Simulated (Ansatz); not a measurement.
Ansatz (a program for electronic structure) input (B3LYP-D3(BJ)/def2-TZVP):

Ansatz 0.2 input:
```yaml
crystal:
  periodic: [false, false, false]
  atoms:
    - {symbol: Ga, position_ang: [-0.68292867, -0.60918792, -0.63920667]}
    - {symbol: Cl, position_ang: [0.60723649, 0.58383084, 0.64483945]}
basis:
  gaussian:
    orbitals: def2-TZVP
hamiltonian:
  xc: b3lyp
  dispersion: d3bj
total_charge: 1
magnetization: {spin_polarized: true, initial_magnetization: 1}
relax: {f_tol: 0.002, max_steps: 150}
```

Output:

```
Functional definition: B3LYP
integrals: 0.03 GiB planned
573 factors; integrals over basis functions are off by at most 4.1e-4 eV
mean field: 0.36 GiB planned
mean field evaluation 1: about -64886.8495 eV, gradient 3.8e1 eV
mean field evaluation 2: about -64798.9650 eV, gradient 1.1e2 eV
mean field evaluation 4: about -64894.2867 eV, gradient 8.2e0 eV
mean field evaluation 8: about -64894.7587 eV, gradient 1.4e-1 eV
mean field evaluation 16: about -64894.7588 eV, gradient 1.6e-5 eV
mean field -64894.75884032 eV, -2384.8384001344 hartree, gradient 1.6e-5 eV, S^2 0.755195; 1 other end points of the search recorded, 0 dependent functions left out
the calculation of the forces begins
reference -64894.75902804 eV, -2384.8384070329 hartree; 24, 23 occupied and 61, 62 virtual orbitals, 573 factors
relax step   1: F+E_penalty+E_count = -64894.83396072 eV  Δ(F+E_penalty+E_count) = +0.000e0 eV  max|allowed force component| = 3.412e-1 eV/Å  Δτ_max = 0.0000 Å  (37 SCF iters, accepted)
these checks for a lower state are left out or cut short: starts, cluster_reference, orbital_swaps, neighbouring_geometries, increment
integrals: 0.03 GiB planned
573 factors; integrals over basis functions are off by at most 3.7e-4 eV
mean field: 0.36 GiB planned
mean field -64894.77211170 eV, -2384.8388878487 hartree, gradient 1.3e-5 eV, S^2 0.754716; 0 other end points of the search recorded, 0 dependent functions left out
the calculation of the forces begins
reference -64894.77229871 eV, -2384.8388947210 hartree; 24, 23 occupied and 61, 62 virtual orbitals, 573 factors
relax step   2: F+E_penalty+E_count = -64894.84730244 eV  Δ(F+E_penalty+E_count) = -1.334e-2 eV  max|allowed force component| = 1.588e-1 eV/Å  Δτ_max = 0.0156 Å  (35 SCF iters, accepted)
these checks for a lower state are left out or cut short: starts, cluster_reference, orbital_swaps, neighbouring_geometries, increment
integrals: 0.03 GiB planned
573 factors; integrals over basis functions are off by at most 3.4e-4 eV
mean field: 0.36 GiB planned
mean field evaluation 32: about -64894.7750 eV, gradient 1.2e-1 eV
mean field -64894.77507818 eV, -2384.8389968647 hartree, gradient 1.2e-5 eV, S^2 0.754337; 0 other end points of the search recorded, 0 dependent functions left out
the calculation of the forces begins
reference -64894.77526457 eV, -2384.8390037143 hartree; 24, 23 occupied and 61, 62 virtual orbitals, 573 factors
relax step   3: F+E_penalty+E_count = -64894.85032533 eV  Δ(F+E_penalty+E_count) = -3.023e-3 eV  max|allowed force component| = 2.910e-2 eV/Å  Δτ_max = 0.0133 Å  (35 SCF iters, accepted)
these checks for a lower state are left out or cut short: starts, cluster_reference, orbital_swaps, neighbouring_geometries, increment
integrals: 0.03 GiB planned
573 factors; integrals over basis functions are off by at most 3.4e-4 eV
mean field: 0.36 GiB planned
mean field -64894.77517981 eV, -2384.8390005995 hartree, gradient 2.6e-5 eV, S^2 0.754390; 0 other end points of the search recorded, 0 dependent functions left out
the calculation of the forces begins
reference -64894.77536628 eV, -2384.8390074523 hartree; 24, 23 occupied and 61, 62 virtual orbitals, 573 factors
relax step   4: F+E_penalty+E_count = -64894.85041902 eV  Δ(F+E_penalty+E_count) = -9.369e-5 eV  max|allowed force component| = 4.670e-5 eV/Å  Δτ_max = 0.0019 Å  (28 SCF iters, accepted)
integrals: 0.03 GiB planned
573 factors; integrals over basis functions are off by at most 3.4e-4 eV
mean field: 0.36 GiB planned
mean field evaluation 64: about -64894.5962 eV, gradient 1.8e0 eV
mean field -64894.77517981 eV, -2384.8390005995 hartree, gradient 2.6e-5 eV, S^2 0.754390; 2 other end points of the search recorded, 0 dependent functions left out
the calculation of the forces begins
reference -64894.77536628 eV, -2384.8390074523 hartree; 24, 23 occupied and 61, 62 virtual orbitals, 573 factors
Total energy: -64894.85060550 eV, -2384.8417724424 hartree
Atom 0 at    -0.666938    -0.594401    -0.623292 Å, force    -0.000047    -0.000043    -0.000046 eV/Å
Atom 1 at     0.591246     0.569044     0.628924 Å, force     0.000047     0.000043     0.000046 eV/Å
Dipole moment:    -0.381001    -0.352313    -0.379194 e Å
```
